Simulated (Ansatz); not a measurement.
Molecule: C2H9ClSi2, net charge 0, singlet state. 
Coordinates optimised at B3LYP-D3(BJ)/def2-TZVP (Ansatz, a program for electronic structure):
```xyz
14

C     -1.6376     1.6539    -0.3761
Si    -0.9293     0.0330    -1.0087
C     -1.8436    -1.4411    -0.2874
Si     1.3277    -0.0996    -0.3901
Cl     1.3901    -0.0439     1.6987
H     -2.7001     1.7317    -0.6167
H     -1.1270     2.5106    -0.8191
H     -1.5291     1.7199     0.7081
H     -0.9997    -0.0050    -2.4953
H     -2.9080    -1.3911    -0.5272
H     -1.4527    -2.3817    -0.6789
H     -1.7407    -1.4590     0.7992
H      1.9881    -1.3595    -0.8065
H      2.1476     1.0360    -0.8751
```
Charge 0, spin multiplicity 1.

Property: vertical ionisation energy (to the doublet state of charge +1; each state is the SCF solution reached for its spin), in eV. Cores are frozen in the correlated levels unless marked. Open shells are spin-unrestricted. No spin-orbit coupling. No relativistic terms. Basis-set limits of correlation are two-point, X^-3; Hartree-Fock from the larger set.

| level | program | vertical ionisation energy (eV) |
|---|---|---|
| HF/aug-cc-pV(D+d)Z | Ansatz | 9.27 |
| HF/aug-cc-pV(T+d)Z | Ansatz | 9.22 |
| HF/aug-cc-pV(Q+d)Z | Ansatz | 9.21 |
| SVWN5/def2-TZVPD | Ansatz | 9.36 |
| PBE/def2-TZVPD | Ansatz | 9.25 |
| r2SCAN/def2-TZVPD | Ansatz | 9.41 |
| B3LYP/def2-TZVPD | Ansatz | 9.56 |
| PBE0/def2-TZVPD | Ansatz | 9.56 |
| BHLYP/def2-TZVPD | Ansatz | 9.74 |
| CAM-B3LYP/def2-TZVPD | Ansatz | 9.75 |
| wB97M-V/def2-TZVPD | Ansatz | 9.76 |
| wB97X-V/def2-TZVPD | Ansatz | 9.81 |
| B2PLYP/def2-TZVPD | Ansatz | 9.64 |
| MP2/aug-cc-pV(D+d)Z | Ansatz | 9.77 |
| RI-MP2/aug-cc-pV(T+d)Z | Ansatz | 9.89 |
| RI-MP2/aug-cc-pV(Q+d)Z | Ansatz | 9.94 |
| RI-MP2/CBS(aug-cc-pV(T+d)Z,aug-cc-pV(Q+d)Z) | Ansatz | 9.99 |
| SCS-MP2/aug-cc-pV(D+d)Z | Ansatz | 9.78 |
| CCSD/aug-cc-pV(D+d)Z | Ansatz | 9.76 |
| CCSD(T)/aug-cc-pV(D+d)Z | Ansatz | 9.72 |
